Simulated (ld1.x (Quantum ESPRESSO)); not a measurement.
# Configuration tests for tin (RRKJ)

| Item | Value |
| --- | --- |
| Element | tin |
| Generator | ld1.x (Quantum ESPRESSO) 7.5 |
| Type | norm-conserving RRKJ (Kleinman–Bylander form) |
| Functional | LDA (PZ) |
| Relativity | scalar-relativistic |
| Frozen core | [Kr] |
| Valence charge | 14 |
| Reference configuration | 4d10 5s2 5p1.5 (charge +0.5) |
| Partial waves | 5p (bound): rc 2.00 bohr; 4d (bound): rc 1.45 bohr; 5s (bound): rc 1.85 bohr |
| Local potential | the s channel |
| Core correction | a·sin(br)/r model core, default radius (core density twice the valence density) |

Energies are relative to the spin-unpolarised reference configuration 4d10 5s2 5p1.5; without spin polarisation the order of configurations can differ from experiment. Spin-polarised rows fill each open shell by Hund’s rule, majority spin first.

Q: Give the all-electron excitation energy and the error of the potential for: 4d10 5s2 5p2; 4d10 5s2 5p1; 4d10 5s2 5p0; 4d10 5s1 5p3; 4d10 5s2 5p2.3; 4d10 5s0 5p0; 4d10 5s0 5p4; 4d10 5s2 5p1.5 (spin-polarised); 4d10 5s2 5p2 (spin-polarised).

A:

```
          valence configuration  charge  ΔE all-electron (eV)  error AE − PS (meV)
                   4d10 5s2 5p2       0                -2.716                 +0.8
                   4d10 5s2 5p1      +1                 4.382                 -0.9
                   4d10 5s2 5p0      +2                18.646                 -5.4
                   4d10 5s1 5p3       0                 4.358                 -2.2
                 4d10 5s2 5p2.3    -0.3                -3.615                 +1.2
                   4d10 5s0 5p0      +4                91.655                  -74
                   4d10 5s0 5p4       0                11.684                 -9.0
4d10 5s2 5p1.5 (spin-polarised)    +0.5                -0.304                 +1.6
  4d10 5s2 5p2 (spin-polarised)       0                -3.191                 +3.3
```

Levels in the configuration 4d10 5s0 5p0:

| level | all-electron (eV) | pseudo (eV) |
| --- | --- | --- |
| 4d | -67.899 | -67.775 |
